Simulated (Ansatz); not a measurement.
```yaml
crystal:
  periodic: [false, false, false]
  atoms:
    - {symbol: N, position_ang: [-0.961670, 1.278560, 0.945365]}
    - {symbol: Nb, position_ang: [-0.204902, 0.316224, -0.558099]}
    - {symbol: N, position_ang: [0.923248, -1.272643, 0.409377]}
    - {symbol: Cl, position_ang: [-2.093627, -0.674989, -2.022255]}
    - {symbol: Cl, position_ang: [1.376173, 1.862999, -1.900164]}
    - {symbol: H, position_ang: [-1.463061, 1.926644, 1.724776]}
    - {symbol: H, position_ang: [1.018513, -1.456382, 1.519403]}
    - {symbol: H, position_ang: [1.508479, -2.044254, -0.181012]}
basis:
  gaussian: {orbitals: def2-TZVPP, final_grid: {core_spheres: 5, valence_spheres: 4, degree: 11}}
total_charge: 1
magnetization: {spin_polarized: true, initial_magnetization: 1}
hamiltonian: {xc: {name: r2SCAN0}}
scf: {lower_state_search: light}
output: {forces: true}
```

```sh
$ ansatz run in.yaml --threads 4 --pin off --events-out ev --progress --plain --max-ram 10444MiB
```

It prints (some lines left out):

```
Functional definition: r2SCAN0
1514 factors; their error is unknown
mean field evaluation 1: about -29587.3528 eV, gradient 7.9e1 eV
mean field evaluation 2: about -29240.3063 eV, gradient 2.4e2 eV
mean field evaluation 4: about -29585.3405 eV, gradient 7.8e1 eV
mean field evaluation 8: about -29614.9806 eV, gradient 2.5e0 eV
mean field evaluation 16: about -29615.1609 eV, gradient 7.7e-1 eV
mean field evaluation 32: about -29615.3595 eV, gradient 9.1e-6 eV
mean field -29615.35950156 eV, -1088.3443876708 hartree, gradient 2.4e-7 eV, S^2 1.256614; 14 other end points of the search recorded, 0 dependent functions left out
reference -29615.35951777 eV, -1088.3443882662 hartree; 32, 31 occupied and 212, 213 virtual orbitals, 1514 factors
Total energy: -29615.35951777 eV, -1088.3443882662 hartree
Atom 0 at    -0.961670     1.278560     0.945365 Å, force     0.304061    -0.355734    -1.242387 eV/Å
Atom 1 at    -0.204902     0.316224    -0.558099 Å, force    -1.639512     2.212036     0.615435 eV/Å
Atom 2 at     0.923248    -1.272643     0.409377 Å, force     1.259749    -1.754871     0.676180 eV/Å
Atom 3 at    -2.093627    -0.674989    -2.022255 Å, force     2.687688     1.330775     2.082386 eV/Å
Atom 4 at     1.376173     1.862999    -1.900164 Å, force    -2.173917    -2.225280     1.911276 eV/Å
Atom 5 at    -1.463061     1.926644     1.724776 Å, force     1.562161    -2.014592    -2.525070 eV/Å
Atom 6 at     1.018513    -1.456382     1.519403 Å, force    -0.222819     0.474060    -3.516894 eV/Å
Atom 7 at     1.508479    -2.044254    -0.181012 Å, force    -1.777412     2.333606     1.999072 eV/Å
Dipole moment:     0.467477    -0.707381     1.420972 e Å
```

It took 92 s on 4 threads of an Arm Neoverse V2 on a shared host, with 1.3 GiB of host memory at the peak.
